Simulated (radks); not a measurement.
Species: Sb IV. Configuration: [Kr] 4d10 5s2.

Calculated with a radial shooting solver on a logarithmic mesh with Libxc functionals: Dirac Kohn-Sham, Slater X-alpha with alpha = 0.667, spin-unpolarised, spherical densities, point nucleus.

Energy parts (eV):
part                   energy
total             -176099.063
kinetic            185887.325
electron-nucleus  -426592.204
Hartree             68945.755
exchange            -4339.939

Orbitals (lengths in bohr, moments of r in powers of bohr; r(90%) holds 90 % of the orbital's charge):
orbital  occ.  eigenvalue (eV)     <r^2>      <r>      <r^4>  r(90%)
1s1/2       2        -30277.42  0.001096  0.02845  3.134e-06  0.0511
2s1/2       2        -4630.185   0.01770   0.1223  0.0005403   0.190
2p1/2       2        -4335.758   0.01312   0.1033  0.0003467   0.169
2p3/2       4        -4084.303   0.01442   0.1088  0.0004102   0.177
3s1/2       2        -929.5552    0.1253   0.3308    0.02395   0.487
3p1/2       2        -809.0219    0.1200   0.3212    0.02306   0.484
3p3/2       4        -762.6433    0.1284   0.3326    0.02630   0.500
3d3/2       4        -548.9754    0.1094   0.3036    0.02207   0.479
3d5/2       6        -539.3267    0.1119   0.3072    0.02300   0.483
4s1/2       2        -176.1123    0.7075   0.7906     0.7441    1.14
4p1/2       2        -135.2746    0.7906   0.8318     0.9639    1.22
4p3/2       4        -126.5907    0.8477   0.8614      1.110    1.27
4d3/2       4         -61.8840     1.216    1.016      2.599    1.57
4d5/2       6         -60.6200     1.247    1.029      2.734    1.59
5s1/2       2         -38.0133     4.602    2.026      31.02    2.92

The highest occupied level is 5s1/2 at -38.013 eV. Summed over all electrons, <r^2> = 30.17 bohr^2, which gives a Langevin (diamagnetic) susceptibility term of -23.9 x 10^-6 cm^3/mol. For comparison, the ionisation energy in NIST's Atomic Spectra Database is 43.80 eV (measured). In exact Kohn-Sham theory the highest level is minus the ionisation energy, but local and semilocal functionals leave it too shallow, through self-interaction and a potential that decays too fast; potentials with the right tail come closer. The density falls to 0.001 e/bohr^3 at r = 3.45 bohr.
